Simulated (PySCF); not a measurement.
F2S, SMILES FSF (connectivity only; charge and spin as stated), charge +1, multiplicity 2. Atoms are numbered in the order given.

```xyz
3

F      0.0000    -1.1796    -0.4490
S      0.0000     0.0000     0.5052
F      0.0000     1.1796    -0.4490
```
Charge +1, spin multiplicity 2.

Geometry: B3LYP-D3(BJ)/def2-TZVP. The spin state was assumed, not searched.

Computed with TDA-PBE0/def2-TZVPD (PySCF).

Vertical excitations. Gas-phase values at a fixed geometry.

Computed lowest excited states:
```csv
state,energy (eV),λ (nm),f,main pairs
root 1,4.78,259,0.000,α HOMO→LUMO 99 %
root 2,5.32,233,0.001,"α HOMO→LUMO+1 46 %, β HOMO→LUMO 53 %"
root 3,5.98,207,0.023,"α HOMO→LUMO+1 52 %, β HOMO→LUMO 45 %"
root 4,6.59,188,0.000,β HOMO−1→LUMO 100 %
root 5,7.07,175,0.013,β HOMO−2→LUMO 92 %
root 6,7.96,156,0.000,"α HOMO−1→LUMO 40 %, β HOMO→LUMO+1 55 %"
root 7,8.44,147,0.009,β HOMO−3→LUMO 91 %
root 8,8.87,140,0.006,β HOMO−4→LUMO 98 %
root 9,9.19,135,0.000,"α HOMO−1→LUMO+1 51 %, β HOMO→LUMO+2 39 %"
root 10,9.59,129,0.000,"α HOMO−2→LUMO 60 %, β HOMO−1→LUMO+1 31 %"
```
Unrestricted roots are not spin-pure.
